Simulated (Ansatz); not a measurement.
Cost and result up the ladder for the cluster Li5Al3 (8 atoms). Total charge 0; singlet. Geometry: r2SCAN-D4/def2-SVP.

```xyz
8

Al   -0.438   -1.542    0.926
Al    0.289    1.031    1.518
Al   -0.411    0.326   -0.886
Li    0.440   -0.892    3.358
Li   -1.071    1.041   -3.258
Li   -1.142   -2.197   -1.567
Li    2.080   -0.677    0.294
Li    0.253    2.909   -0.385
```

Ansatz on 4 threads of Arm Neoverse V2 on a shared host. Times are rough, and most runs start from the orbitals of an earlier one. No level here is sound enough to serve as a yardstick. Binding counts from free atoms at the same level (Al doublet, Li doublet; other spins of the atoms weren't run), without zero-point energy or a counterpoise term.

Correlated methods freeze 15 core orbitals; core or outer-core shells of Li are correlated, in sets that lack core-valence functions. The structure comes from a short search, and lower isomers may exist.

Correlated methods converge slowly with the basis.

```tsv
level	functions	wall time	binding energy per atom (eV)	remarks
BLYP-D4/def2-TZVP	181	2.3 s	1.37	restricted SCF unstable in HF
PBE-D4/def2-TZVP (with forces)	181	2.4 s	1.55	restricted SCF unstable in HF
PBE0-D4/def2-TZVP	181	3.2 s	1.50	restricted SCF unstable in HF
r2SCAN-D4/def2-TZVP	181	4.4 s	1.55	restricted SCF unstable in HF
B97M-V/def2-TZVP	181	9 s	1.59	restricted SCF unstable in HF
CCSD(T)/def2-TZVPP	221	53 s	1.47	restricted SCF unstable
```
